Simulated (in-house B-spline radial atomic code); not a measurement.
A run on an ion of nuclear charge 43 with 43.7 electrons that did not converge. Method: scalar-relativistic (X2C) TPSS, spin-polarised, spherical fractional occupations, Fermi nucleus of rms radius 4.41117 fm; computed with an all-electron radial atomic-structure program (B-spline basis).

Command:
```bash
python run_scf.py task.json out
```
Settings (nuclear radius in fm, mass in u):
```
Z                43
configuration    [Kr] 4d5.7 5s2
hamiltonian      x2c
method           tpss,tpss
spin_polarised   True
nucleus          fermi
rms_radius       4.41117
atomic_mass      96.90636
speed_of_light   137.035999084
```

First and last ten iterations of the last attempt (damped for 15 steps, keeping 80 % of the old Fock matrix, then DIIS):
```
 iter        energy (Eh)    residual
    1       -4285.195482    6.42e-02
    2       -4285.110801    2.11e-02
    3       -4285.186873    1.16e-02
    4       -4285.195593    5.19e-03
    5       -4285.197739    2.48e-03
    6       -4285.198252    1.35e-03
    7       -4285.198388    8.69e-04
    8       -4285.198482    5.26e-04
    9       -4285.114376    2.04e-02
   10       -4285.186327    1.19e-02
  111       -4285.117257    1.95e-02
  112       -4285.117237    1.95e-02
  113       -4285.117189    1.95e-02
  114       -4285.117290    1.95e-02
  115       -4285.117152    1.95e-02
  116       -4285.117251    1.95e-02
  117       -4285.117262    1.95e-02
  118       -4273.075245    1.34e-01
  119       -4273.090373    1.35e-01
  120       -4268.352119    2.11e-01
 not converged after 120 iterations
```

The smallest residual met was 5.3e-04; the threshold is about 4e-07. No energy from this run should be used. The likely cause: this method binds the added charge weakly or not at all at the basis-set limit, so charge moves back and forth between the atom and the box. Cost of the run: 3.3 s on 1 thread of Arm Neoverse V1, with other jobs on the host.
